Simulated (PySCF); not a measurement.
Successive ionisation energies of one element at GMP2 (screened spin-orbit), starting from the ion with 10 electrons. Calculated with PySCF 2.14, two-component X2C-1e (Gaussian nucleus, no Breit or QED terms), each ion in its own even-tempered basis; GMP2 freezes the deep shells of the larger ions and drops the highest virtual spinors; eV.

18575.2, 18936.8, 19330.7, 19699.2, 22163.2, 22608.3, 23211.2, 23579.1, 94381.4, 96060.8

Which element is it?

Mercury (Hg, Z = 80); the list starts at Hg⁷⁰⁺. The hydrogenic estimate 13.606 eV × (q + 1)²/n² with q = 70 and n = 2 gives 17146.6 eV for the first entry, a lower bound because the other electrons screen the nucleus only in part.
